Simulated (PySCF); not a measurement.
C3H11ClSi2, SMILES C[Si](C)(Cl)C[SiH3].

Geometry optimised at PBE0-D3(BJ)/def2-SVP. The structure was generated by enumeration, and PubChem lists no compound with its InChIKey, so it may never have been made. The values are those of a single conformer.

Calculation: PBE/def2-TZVP in PySCF.

Gas-phase values at a fixed geometry.

- total energy = -1159.62139 hartree
- highest occupied level = -7.05 eV
- lowest empty level = -0.28 eV
- orbital gap = 6.77 eV
- dipole moment = 2.49 D
- quadrupole, principal values (traceless, Buckingham form, about the centre of nuclear charge) = -3.35, 0.73, 2.62 D·Å
